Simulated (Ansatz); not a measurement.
Compare A (`N=C([SiH3])[SeH]`) with its isomer B (`N=C[SiH2][SeH]`).

Calculated with Ansatz (gas phase, PBE0-D4/def2-TZVP geometries, no zero-point term in ΔE). CCSD(T)/CBS adds triple-zeta CCSD(T) − MP2 to the extrapolated MP2 energy (def2 sets, frozen cores). DFT in def2-TZVPP. B3LYP here is the variant with VWN-RPA as its local correlation; programs differ in this. For Se outer-core shells are correlated without core-valence functions, which leaves a few kJ/mol of doubt a bond. Scalar relativity is left out up to krypton. One conformer a species, not always the lowest.

A:

Z-matrix (Å, degrees):
```
Si
C 1 1.893
H 1 1.484 2 109.6
H 1 1.484 2 109.6 3 -119.9
H 1 1.486 2 107.2 3 120.1
Se 2 1.922 1 117.1 3 59.7
N 2 1.265 1 126.7 3 -120.3
H 6 1.470 2 94.8 1 -0.2
H 7 1.020 2 111.5 1 0.0
```

B:

```xyz
9

N     0.715   -1.393   -1.092
C     0.892   -0.461   -0.249
Si   -0.380    0.927   -0.153
Se   -1.401    0.886    1.885
H     1.453   -2.099   -1.037
H     1.742   -0.446    0.450
H    -1.340    0.780   -1.270
H     0.296    2.249   -0.180
H    -1.977   -0.444    1.646
```

(1) Which is lower in electronic energy at CCSD(T)/CBS, and by how much? (Estimate.)

(2) Give E(B) − E(A) in kJ/mol with ωB97M-V, B3LYP-D4, PBE0-D4, CCSD(T)/def2-TZVPP, MP2/def2-TZVPP, CCSD/def2-TZVPP, PBE-D4. (Best estimate.)

Largest T1 diagnostic: 0.012.

## Answers

(1) Ansatz gave: B, by 81.7 kJ/mol.

(2) Computed: ωB97M-V -81.2, B3LYP-D4 -73.8, PBE0-D4 -78.5, CCSD(T)/def2-TZVPP -77.4, MP2/def2-TZVPP -76.4, CCSD/def2-TZVPP -81.6, PBE-D4 -69.3. None reverses the order clearly.

The D4 term adds +3.2 kJ/mol with B3LYP and +1.5 kJ/mol with PBE0; it sums over pairs of atoms, weighted by their polarisabilities, and B3LYP, whose exchange is more repulsive, gets the larger term. In def2-TZVPP, CCSD(T) changes the Hartree–Fock value by +17.7 kJ/mol (the triples alone add +4.2 kJ/mol) and MP2 by +18.8 kJ/mol.
